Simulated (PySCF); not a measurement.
Harmonic spectrum computed at PBE0 in the def2-SVP basis family (core potentials from Rb on, PySCF, no spin–orbit coupling):

```tsv
symmetry	ω (cm⁻¹)	IR (km/mol)
a1	51	0.3
b2	52	0.1
b1	63	0.0
a1	174	0.2
b2	218	28.5
a1	505	0.0
```

Question: Which molecule gave it? In each, all ligands are bound to the one heavy central atom.
A. PtSI₂ (triplet)
B. IrSI₂ (doublet)
C. TcSI₂ (quartet)
D. ReSI₂ (quartet)

Answer: A. It has C2v symmetry with Pt–I 2.565 Å (×2), Pt–S 2.095 Å.
